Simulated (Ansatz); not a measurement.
Cartesian coordinates in Å:
```
C -1.551 0.551 -0.607
S -1.201 -0.657 0.710
Cd 1.112 -0.799 0.685
O 3.068 -1.028 0.607
H -2.636 0.654 -0.640
H -1.121 1.528 -0.390
H -1.210 0.204 -1.581
H 3.539 -0.453 1.215
```

Charge 0, multiplicity 1. Cd: def2 effective core potential.

(1) List the PBE0/def2-TZVPP orbital energies in eV (the Gaussian-basis code of Ansatz). (An estimate is asked.)

Results:

(1) Computed: Occupied: -2422.09, -521.75, -278.98, -217.38, -161.22, -161.14, -161.02, -115.10, -74.41, -74.39, -74.29, -26.29, -21.51, -17.74, -15.52, -15.29, -15.21, -15.21, -15.20, -12.18, -12.10, -11.81, -10.28, -8.87, -8.02, -7.86, -6.74. Lowest empty: -1.27, -0.52, -0.16, 1.57, 1.72, 2.56, 2.88, 3.39.
